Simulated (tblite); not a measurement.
CH₇O₂Si₂ (doublet state).
SMILES with atom numbers: `[O:1][CH2:2][SiH2:3][O:4][SiH3:5]` (hydrogens: H6, H7 on C2; H8, H9 on Si3; H10, H11, H12 on Si5)

Computed geometry: GFN2-xTB, gas phase. This method treats the open shell by occupation alone, without spin polarisation.

(1) What internal coordinates does the optimisation give?

## Answers

(1) 
| bond | length (Å) | order |
| --- | --- | --- |
| O1–C2 | 1.287 | single |
| C2–Si3 | 2.044 | single |
| Si3–O4 | 1.579 | single |
| O4–Si5 | 1.694 | single |
| C2–H6, C2–H7 | 1.100 | single |
| Si3–H8, Si3–H9 | 1.454 | single |
| Si5–H10, Si5–H12 | 1.452 | single |
| Si5–H11 | 1.476 | single |

Bonds in one row agree within 0.01 Å and their mean is given. Orders are formal, as drawn. A selection of angles:
| angle | degrees |
| --- | --- |
| O1–C2–Si3 | 102.3 |
| O1–C2–H6 | 116.6 |
| O1–C2–H7 | 116.2 |
| Si3–C2–H6 | 101.7 |
| Si3–C2–H7 | 105.6 |
| H6–C2–H7 | 111.9 |
| C2–Si3–O4 | 97.8 |
| C2–Si3–H8 | 106.2 |
| O4–Si3–H8 | 111.9 |
| O4–Si3–H9 | 114.0 |
| H8–Si3–H9 | 118.5 |
| Si3–O4–Si5 | 131.8 |
| O4–Si5–H10 | 110.1 |
| O4–Si5–H11 | 94.7 |
| O4–Si5–H12 | 108.4 |
| H10–Si5–H11 | 106.7 |
| H10–Si5–H12 | 125.9 |
| H11–Si5–H12 | 106.3 |

Torsions: O1–C2–Si3–O4 -35° (synclinal); C2–Si3–O4–Si5 17° (synperiplanar). The mirror-image conformer, all signs reversed, is as good.

Si5 and O1 aren't drawn bonded (4 bonds apart) but lie 2.38 Å from each other; Cordero's covalent radii sum to 1.77 Å. Si3 (silicon bonded to C, O and 2 H) is distorted tetrahedral (angles from 97.8° to 118.5°). The O–Si distances run from 1.579 Å (Si3–O4, drawn single) to 1.694 Å (O4–Si5, drawn single), a spread of 0.115 Å. Of the pairs four or more bonds apart, those above aside, O1···H10 is among the closest relative to their van der Waals radii: 2.36 Å, 87 % of the sum of Bondi's values. Si5 (silicon bonded to O and 3 H) has angles from 94.7° to 125.9°.

Point group: C1 (no symmetry element, even within 0.4 Å). Its GFN2-xTB frequencies are all real (lowest 45 cm⁻¹).

The run took 0.49 s wall on one thread, Arm Neoverse V2 (aarch64), shared host with 96 logical CPUs at a one-minute load of 62. This is the geometry optimisation.
